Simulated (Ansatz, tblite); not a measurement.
Removing an electron: As(iPr)3 (C₉H₂₁As). Total charge 0; singlet. Geometry: PBE-D4/def2-SVP. Ansatz, gas phase; energy differences of separate SCF runs; the oxidised species was run as a doublet alone.

```xyz
31

As   -0.660    0.170   -0.367
C     0.359   -1.504   -0.910
C     0.260   -1.656   -2.432
C    -0.134   -2.774   -0.214
H     1.417   -1.327   -0.618
H     0.615   -0.761   -2.979
H    -0.791   -1.835   -2.741
H     0.863   -2.523   -2.782
H     0.432   -3.655   -0.587
H    -0.003   -2.744    0.885
H    -1.207   -2.968   -0.427
C    -0.709   -0.134    1.642
C    -2.001   -0.885    1.987
C    -0.610    1.155    2.459
H     0.171   -0.773    1.878
H    -2.113   -1.832    1.423
H    -2.890   -0.260    1.760
H    -2.036   -1.134    3.070
H    -0.686    0.925    3.544
H     0.347    1.692    2.307
H    -1.438    1.856    2.221
C     0.873    1.504   -0.439
C     0.285    2.917   -0.371
C     1.761    1.355   -1.675
H     1.490    1.310    0.466
H    -0.361    3.074    0.515
H    -0.333    3.129   -1.270
H     1.092    3.681   -0.335
H     2.550    2.138   -1.673
H     2.275    0.375   -1.724
H     1.182    1.486   -2.615
```

The xTB rows come from tblite.

| level | −HOMO (eV) | vertical IE (eV) | −LUMO (eV) | HOMO–LUMO gap (eV) |
| --- | --- | --- | --- | --- |
| GFN1-xTB | 10.94 | 13.61 | 5.59 | 5.35 |
| GFN2-xTB | 9.71 | 12.23 | 3.65 | 6.05 |
| HF/def2-TZVP | 8.53 | 7.02 | -3.70 | 12.23 |
| PBE-D4/def2-TZVP | 5.19 | 7.82 | 0.05 | 5.14 |
| PBE0-D4/def2-TZVP | 6.20 | 7.91 | -0.79 | 6.99 |

Relaxing the oxidised species (PBE-D4/def2-SVP) changes its energy by -0.58 eV at PBE-D4/def2-TZVP, so the adiabatic ionisation energy to this nearest minimum is 7.24 eV. At PBE0-D4/def2-TZVP it is 7.25 eV.   Raw xTB energy differences between charge states are shifted by several eV; the methods need an empirical correction for them.
